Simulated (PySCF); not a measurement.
hexane (C6H14), SMILES CCCCCC. Atoms are numbered in the order given.

```xyz
20

C      2.8728     0.8889    -0.3470
C      1.8508     0.0417     0.4093
C      0.4597     0.0556    -0.2273
C     -0.5665    -0.7899     0.5299
C     -1.9536    -0.8520    -0.1207
C     -2.6854     0.4898    -0.1809
H      2.9955     0.5342    -1.3840
H      2.5571     1.9445    -0.3966
H      3.8630     0.8593     0.1348
H      2.2092    -1.0017     0.4746
H      1.7740     0.3972     1.4528
H      0.1096     1.1007    -0.2970
H      0.5317    -0.3072    -1.2699
H     -0.6655    -0.4025     1.5613
H     -0.1732    -1.8172     0.6317
H     -1.8554    -1.2636    -1.1418
H     -2.5736    -1.5753     0.4368
H     -2.7912     0.9295     0.8254
H     -3.6968     0.3755    -0.6020
H     -2.1510     1.2224    -0.8063
```
Charge 0, spin multiplicity 1.

Geometry optimised at B3LYP-D3(BJ)/def2-SVP. Other conformers were not sampled.

Two levels are set side by side: PBE/pcSseg-1 (PySCF) and HF/pcSseg-1 (PySCF). GIAO shifts against TMS (¹H), TMS (¹³C) at the same level; non-relativistic, no solvent, atoms listed together averaged. Differences are taken from unrounded values.

```json
[
 {"quantity": "δ(¹³C) of C3, C4 (ppm)", "PBE": "38.4"}
]
```

These are the PBE values. What does HF give? (Estimate from the structure and the level; the computed values follow.)


```tsv
quantity	HF	PBE minus HF
δ(¹³C) of C3, C4 (ppm)	32.1	6.3
```

Rough cost on one machine, each run with all the roots and properties that it gave: HF against PBE within a factor of 2.
